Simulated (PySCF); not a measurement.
**Telling isomers of C2H6F4Si2 apart by NMR**

- structure optimised with GFN2-xTB
- NMR shieldings at PBE0/pcSseg-1/GIAO
- run in PySCF
- isolated molecule, fast rotation and ring inversion assumed for equivalent nuclei, one conformer, no relativistic terms

References, each an isolated molecule treated in the same way: ¹H, ¹³C against TMS. Splittings of carbon signals by F and P are missing where no couplings were computed. Where no couplings were computed, multiplicities follow the n + 1 count of equivalent neighbours, and m marks all less simple cases (inequivalent or close neighbours, rings, F or P nearby). Shifts are as computed. Against solution values, carbons near 30 ppm lie about +3 ppm off and those near 130 ppm about +5 ppm. Of 1211 compounds with measured shifts, 218 miss one by over three times the rms of a fit or turn the order of signals round; such compounds aren't used in these exercises.

(1) Tabulate the signals of `C[SiH2][Si@@H](F)C(F)(F)F`, `FC(F)(F)C(F)([SiH3])[SiH3]` and their relative energies.

(2) What is the quickest way to tell C[SiH2][Si@@H](F)C(F)(F)F from FC(F)(F)C(F)([SiH3])[SiH3]?

Answers

(1) 
| SMILES | carbon types | δC | δH | E rel. (kcal/mol) |
| --- | --- | --- | --- | --- |
| C[SiH2][Si@@H](F)C(F)(F)F | 1×C 1×CH3 | 138.9, -11.7 | 5.58 (m, 1H), 4.31 (m, 1H), 4.02 (m, 1H), 0.29 (m, 3H) | 0.0 |
| FC(F)(F)C(F)([SiH3])[SiH3] | 2×C | 136.4, 91.1 | 4.20 (m, 6H) | 54.5 |

Energies are electronic energies at PBE0/pcSseg-1 on these geometries, without zero-point or thermal terms, each for the one conformer computed, which needn't be the lowest.

(2) Both give the same number of carbon signals, but DEPT or the intensities differ. The first has a methyl carbon bonded to Si (CH3) at -11.7 ppm, the second a fully substituted sp3 carbon bonded to F and 2 Si (C) at 91.1 ppm. Their most deshielded carbons lie at 138.9 and 136.4 ppm. In the proton spectra the most deshielded non-exchanging signals are 5.58 (m, 1H) and 4.20 (m, 6H).
